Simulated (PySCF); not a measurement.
Distances in Å between the heavy atoms of a computed structure (GFN2-xTB; lower triangle, same order across):
```
C1    0.00
C2    1.34  0.00
P3    2.76  1.78  0.00
C4    4.11  2.81  1.78  0.00
C5    4.50  3.17  2.88  1.41  0.00
C6    5.87  4.54  4.13  2.43  1.38  0.00
C7    6.78  5.44  4.61  2.83  2.41  1.39  0.00
C8    6.54  5.25  4.01  2.44  2.76  2.39  1.39  0.00
C9    5.35  4.12  2.70  1.41  2.39  2.75  2.40  1.37  0.00
```

Hydrogens: 2 on C1, 1 on C2, 1 on C5, 1 on C6, 1 on C7, 1 on C8, 1 on C9.

Charge -1, singlet.

(1) Read off the bonds between heavy atoms and their formal orders.

(2) Write the SMILES.

(3) Which rings does it hold (smallest set)?

(4) Classify the heavy atoms.

Answers

(1) C1–C2 (double); C2–P3 (single); P3–C4 (single); C4–C5 (aromatic); C5–C6 (aromatic); C6–C7 (aromatic); C7–C8 (aromatic); C8–C9 (aromatic); C4–C9 (aromatic). The orders are those of one drawing; other resonance forms can be drawn.

(2) `C=C[P-]c1ccccc1`, [C8H8P]-. Among its features: C=C double bond and benzene ring.

(3) C4–C5–C6–C7–C8–C9 (6 members, 0.00 Å rms from planarity).

(4) C1: terminal =CH2 carbon; C2: alkene CH carbon; P3: phosphorus bonded to 2 C; C4: substituted aromatic carbon; C5/C9: aromatic CH carbon; C6/C8: aromatic CH carbon; C7: aromatic CH carbon.

The values belong to the conformer `[CH2:1]=[CH:2][P-:3][c:4]1[cH:5][cH:6][cH:7][cH:8][cH:9]1`: C1–C2–P3–C4 180°, C2–P3–C4–C5 0°.
